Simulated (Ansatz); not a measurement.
`[NH2][GaH][CH]=O` + `NC=O` → `[NH2][GaH2]` + `NC(=O)C=O`  (formal exchange of groups at a Ga–C bond)

Gas-phase electronic energies from Ansatz, PBE0-D4/def2-TZVP geometries. CCSD(T)/CBS adds triple-zeta CCSD(T) − MP2 to the extrapolated MP2 energy (def2 sets, frozen cores). This one scheme is used for every species. Functionals use def2-TZVPP. For Ga outer-core shells are correlated without core-valence functions, which leaves a few kJ/mol of doubt a bond. Scalar relativity is left out up to krypton. One conformer a species, not always the lowest.

| level | ΔE (kcal/mol) |
| --- | --- |
| B97M-V | -8.5 |
| CAM-B3LYP-D4 | -6.7 |
| revPBE | -4.0 |
| BLYP | -3.7 |
| r2SCANh | -6.8 |
| CAM-B3LYP | -6.7 |
| HF/def2-SVP | -8.7 |
| MP2/def2-TZVPP | -6.4 |

Q: What does CCSD(T)/CBS give? (Estimate.)

A: Ansatz gave: -5.6 kcal/mol. The listed levels differ from it by -2.9, -1.1, 1.6, 1.9, -1.2, -1.1, -3.1, -0.8 kcal/mol.

Largest T1 diagnostic among the species: 0.016.

From BLYP to BHLYP (50 % exact exchange), in def2-TZVPP and without D4, ΔE moves by −2.9 kcal/mol. Leaving LDA and LC-ωPBE aside and taking each functional with its dispersion term where it has one, the values, not all of them listed here, spread over 4.5 kcal/mol, from B97M-V to BLYP-D4. LDA lies −3.4 kcal/mol from PBE without D4.
